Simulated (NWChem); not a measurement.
## Correlation energy of CdS

```
Cd
S 1 2.2458
```
Charge 0, spin multiplicity 1.

Everything below was run with NWChem. The geometry was optimised at PBE0/def2-SVP with def2 effective core potentials on Cd, a minimum by its harmonic frequencies.

Basis set: def2-TZVP. Each correlation energy counts from its own Hartree-Fock reference.

Effective core potentials replace the inner electrons of Cd; spin-orbit coupling is left out. The correlated methods keep 9 core orbitals frozen. The structure started from a generated list of species. Coupled-cluster values serve here as a point of comparison, not as the truth.

Task: For the correlation energy, SCS-MP2 gives -467.8 mHa and CR-CCSD[T] gives -521.7 mHa. What do CCSD+T(CCSD), CCSD(T), CR-CCSD(T) give?

Result: CCSD+T(CCSD): -526.9 mHa; CCSD(T): -525.5 mHa; CR-CCSD(T): -520.7 mHa.
